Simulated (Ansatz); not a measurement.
Compare A (`C[SiH]1BS1`) with its isomer B (`BC1[SiH2]S1`).

Computed with Ansatz on PBE0-D4/def2-TZVP structures; ΔE is electronic, products minus reactants. CBS: MP2 limit from def2 TZ/QZ plus the TZ coupled-cluster correction, frozen cores. Functionals use def2-TZVPP.

(1) Which is lower in electronic energy at CCSD(T)/CBS, and by how much? (Estimate.)

(2) Give E(B) − E(A) in kJ/mol with CCSD(T)/def2-TZVPP, CCSD(T)/def2-SVP, MP2/def2-TZVPP, BLYP-D4, B2PLYP, ωB97M-V, r2SCAN-D4. (Estimate.)

(3) Does the order hold for the free energy at 298.15 K (harmonic terms from PBE0-D4)? (Best estimate.)

Largest T1 diagnostic: 0.015.

Answers

(1) The calculation gave: A, by 105.7 kJ/mol.

(2) The calculation gave: CCSD(T)/def2-TZVPP 106.7, CCSD(T)/def2-SVP 119.9, MP2/def2-TZVPP 103.7, BLYP-D4 101.6, B2PLYP 105.0, ωB97M-V 102.0, r2SCAN-D4 110.4. None reverses the order clearly.

(3) Ansatz gave: Yes: G(B) − G(A) = +97.9 kJ/mol.

In def2-TZVPP, CCSD(T) changes the Hartree–Fock value by +10.5 kJ/mol (the triples alone add +1.5 kJ/mol) and MP2 by +7.5 kJ/mol. At CCSD(T), def2-SVP lies +14.2 kJ/mol from the extrapolated value and def2-TZVPP +1.0 kJ/mol.
